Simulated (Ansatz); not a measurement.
Relaxation of the cluster In2As3 with UKS r2SCAN-D4/def2-SVP.

```sh
$ ansatz run in.yaml --threads 4 --pin off --events-out ev --progress --plain --max-ram 8704MiB
```

```yaml
crystal:
  periodic: [false, false, false]
  atoms:
    - {symbol: In, position_ang: [1.542390, 1.088030, -1.039370]}
    - {symbol: In, position_ang: [0.222610, -1.412110, -1.380970]}
    - {symbol: As, position_ang: [-1.344210, -0.970430, 0.879560]}
    - {symbol: As, position_ang: [-1.103570, 1.223320, 0.044070]}
    - {symbol: As, position_ang: [0.682780, 0.071190, 1.496710]}
basis:
  gaussian: {orbitals: def2-SVP}
magnetization: {spin_polarized: true, initial_magnetization: 1}
hamiltonian: {xc: r2scan, dispersion: d4}
scf: {lower_state_search: "off"}
output: {orbitals: {seedname: orbitals}}
relax: {f_tol: 0.02, max_steps: 100}
```

Hardware: 4 threads of Arm Neoverse V2 on a shared host. Wall time 24 s.

Positions (Å) and forces (eV/Å) at steps 1, 2, 4 of 4:

```xyz
5
step=1 energy=-192856.3844 eV
In    1.542    1.088   -1.039    0.080    0.255    0.105
In    0.223   -1.412   -1.381   -0.291   -0.157    0.228
As   -1.344   -0.970    0.880   -0.219   -0.540   -0.150
As   -1.104    1.223    0.044    0.278    0.181   -0.042
As    0.683    0.071    1.497    0.152    0.261   -0.140
5
step=2 energy=-192856.4132 eV
In    1.568    1.147   -1.023   -0.050   -0.138   -0.044
In    0.169   -1.435   -1.335    0.111    0.042   -0.105
As   -1.356   -1.010    0.864   -0.001    0.024    0.023
As   -1.068    1.214    0.033   -0.117    0.092   -0.007
As    0.687    0.083    1.461    0.057   -0.020    0.134
5
step=4 energy=-192856.4197 eV
In    1.555    1.118   -1.027    0.001    0.000   -0.002
In    0.183   -1.429   -1.352    0.001   -0.002   -0.003
As   -1.346   -1.007    0.858   -0.006   -0.008    0.001
As   -1.078    1.226    0.042    0.003    0.004    0.002
As    0.686    0.092    1.479    0.001    0.005    0.001
```

In the def2 sets In takes a core potential; there is no spin–orbit coupling. Another isomer (doublet) lies 0.35 eV lower at PBE0-D4/def2-TZVP; other spin states weren't run for this one.
